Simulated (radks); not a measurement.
Values are calculated unless marked as measured or tabulated.
Species: Kr25+. Configuration: [Ne] 3s1 (the NIST ground configuration).

Level of theory: scalar-relativistic Kohn-Sham, LB94 model potential, spin-polarised, spherical densities, finite nucleus; open shells are filled with parallel spins first; Fermi nuclear charge, rms radius 4.1884 fm (a radial shooting solver on a logarithmic mesh with Libxc functionals).

Energy parts (Ry):
part                    energy
kinetic             4874.29758
electron-nucleus  -10245.90053
Hartree              751.03948
(The LB94 potential has no energy functional, so no total or exchange-correlation energy is given.)

Orbitals (lengths in bohr, moments of r in powers of bohr):
orbital  occ.  eigenvalue (Ry)  <1/r>
1s up       1        -1137.982  36.82
1s down     1        -1137.818  36.82
2s down     1        -224.5963  8.285
2s up       1        -224.5533  8.299
2p down     3        -209.5770  8.117
2p up       3        -209.5576  8.126
3s down     0        -89.68055  3.373
3s up       1        -89.06770  3.347

The highest occupied level is 3s up at -1211.8 eV. The configuration is held as typed, so some empty levels lie below it. The spin density at the nucleus is 599.0 e/bohr^3 (1s 5.1, 2s 7.3, 3s 586.6). Spin moment in Bohr magnetons: 1. The density falls to 0.001 e/bohr^3 at r = 1.03 bohr.
